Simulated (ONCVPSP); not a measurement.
## Reading a pseudo-wave (silver)

Columns: radius, all-electron u(r) and pseudo u(r) of the 4d shell (level -28.89 eV) of silver in the configuration [Ar] 3d10 4s2 4p6 4d9; PBEsol, scalar-relativistic, ONCV scheme, ONCVPSP 4.0.1.

```
r (bohr)  all-electron  pseudo
   0.088       -0.1827  0.0031
   0.175       -0.4376  0.0233
   0.262       -0.4446  0.0735
   0.350       -0.2506  0.1603
   0.438        0.0247  0.2804
   0.525        0.2953  0.4212
   0.612        0.5248  0.5687
   0.700        0.7011  0.7079
   0.788        0.8220  0.8228
   0.875        0.8939  0.9034
   0.962        0.9280  0.9483
   1.050        0.9335  0.9599
   1.138        0.9182  0.9440
   1.225        0.8888  0.9092
   1.312        0.8503  0.8633
   1.400        0.8055  0.8121
   1.487        0.7582  0.7606
   1.575        0.7092  0.7096
   1.662        0.6608  0.6607
   1.750        0.6129  0.6128
   1.838        0.5666  0.5665
   1.925        0.5229  0.5228
   2.012        0.4814  0.4814
   2.100        0.4420  0.4419
   2.188        0.4050  0.4049
   2.275        0.3708  0.3708
```

(1) How many radial nodes do the two functions have?

(2) At about which radius was the pseudo-wave matched?

(3) Is the pseudo-wave norm-conserving?

Answers

(1) The all-electron 4d function has n − l − 1 = 1; the pseudo-wave has 0, since the states of the same l below it are removed with the core.

(2) 1.75 bohr. The columns agree to 0.0005 from 1.57 bohr on; several derivatives are matched, so the curves merge somewhat inside the radius.

(3) Yes: the ONCV scheme keeps the norm inside the radius equal to the all-electron one, which fixes the energy derivative of the logarithmic derivative at the level.
